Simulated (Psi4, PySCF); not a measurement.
The Psi4 input:
```
memory 2 GB

molecule mol {
0 1
  O    -1.308581    0.550192    0.031692
  Se    0.014599   -0.288555   -0.024170
  O     1.246535    0.676168    0.071032
}

set basis def2-tzvp
set reference rks
set scf_type pk
set puream true
set d_convergence 1e-8
set dft_radial_points 99
set dft_spherical_points 590

energy('wb97x')
print_variables()
```

Q: Give the equivalent PySCF input.

A: This is not unique; one that fits is 
```python
from pyscf import gto, scf, dft

mol = gto.Mole()
mol.atom = '''
    O    -1.30858110    0.55019170    0.03169236
    Se    0.01459899   -0.28855533   -0.02417049
    O     1.24653537    0.67616846    0.07103224
'''
mol.basis = 'def2-tzvp'
mol.verbose = 4
mol.build()

mf = dft.RKS(mol)
mf.xc = 'wb97x'
mf.grids.atom_grid = (99, 590)
mf.grids.prune = None
mf.kernel()
```

Both were run: Psi4 gave -2551.989310 Eh and PySCF -2551.989342 Eh, 0.032 mEh apart.
